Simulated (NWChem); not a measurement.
System: CH₄FGa; SMILES [GaH]([F])[CH3]

Program: NWChem. Medium grid unless said otherwise, to which SCAN and Minnesota functionals are sensitive. Structure relaxed at the PBE0/def2-SVP level.

Question: Order these by “highest occupied level (eV)”, lowest first: HCTH/407/def2-SVP; PBE0/def2-SVP; M05-2X/def2-SVP.

Answer: M05-2X/def2-SVP (-9.65), PBE0/def2-SVP (-8.35), HCTH/407/def2-SVP (-7.14)
